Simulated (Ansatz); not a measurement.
Program: Ansatz. Geometries: PBE0-D4/def2-TZVP. ΔE: electronic, gas phase. CBS: MP2 limit from def2 TZ/QZ plus the TZ coupled-cluster correction, frozen cores. Functionals use def2-TZVPP. B3LYP here is the variant with VWN-RPA as its local correlation; programs differ in this. One conformer a species, not always the lowest.

Consider the ligand exchange at the Si–C bond: `C=CC[SiH3]` + `CC(=N)O` → `C/C(O)=N\[SiH3]` + `C=CC`.

| level | ΔE (kJ/mol) | difference from CCSD(T)/CBS |
| --- | --- | --- |
| PBE-D4 | -46.4 | 3.0 |
| r2SCAN-D4 | -51.5 | -2.1 |
| B3LYP-D4 | -54.2 | -4.8 |
| ωB97M-V | -49.9 | -0.5 |
| B2PLYP | -53.9 | -4.5 |
| PBE | -46.4 | 3.0 |
| r2SCAN | -51.5 | -2.1 |
| PBE0 | -47.6 | 1.8 |
| B3LYP | -54.2 | -4.8 |
| HF/def2-TZVPP | -59.9 | -10.5 |
| SCS-MP2/def2-TZVPP | -52.1 | -2.7 |
| CCSD(T)/def2-TZVPP | -48.4 | 1.0 |
| HF/def2-QZVPP | -60.4 | -11.0 |
| MP2/def2-QZVPP | -51.9 | -2.5 |
| MP2/CBS(def2) | -52.1 | -2.7 |
| CCSD/CBS(def2) | -50.0 | -0.6 |
| CCSD(T)/CBS | -49.4 | 0 |

Largest T1 diagnostic among the species: 0.013.

In def2-TZVPP, CCSD(T) changes the Hartree–Fock value by +11.5 kJ/mol (the triples alone add +0.6 kJ/mol) and MP2 by +8.7 kJ/mol.
